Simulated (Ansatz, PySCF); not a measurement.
Caution: the highest occupied level lies above zero, so the state may not be bound. This triplet is an excited state, 0.75 eV above the relaxed singlet at the level frozen-core CCSD(T)/aug-cc-pVTZ // B3LYP-D3(BJ)/def2-TZVPD (Ansatz, a first-principles code).

B3LYP has the VWN-RPA correlation part, as in Gaussian. 

Cartesian coordinates (Å):
```xyz
6

N     -0.8699     0.0597    -0.1790
B      0.4262     0.4165    -0.5559
O      1.6263     0.1196     0.0024
H     -1.6940     0.3535    -0.6927
H     -1.0820    -0.5131     0.6263
H      1.5935    -0.4361     0.7988
```
Charge -1, spin multiplicity 3.

Task: Estimate the total energy and highest occupied spin orbital that PySCF with B3LYP-D3(BJ)/def2-TZVPD returns for this input.

Result: 
```json
{
  "total_energy": "-156.6965 Ha",
  "highest_occupied_spin_orbital": "2.00 eV"
}
```
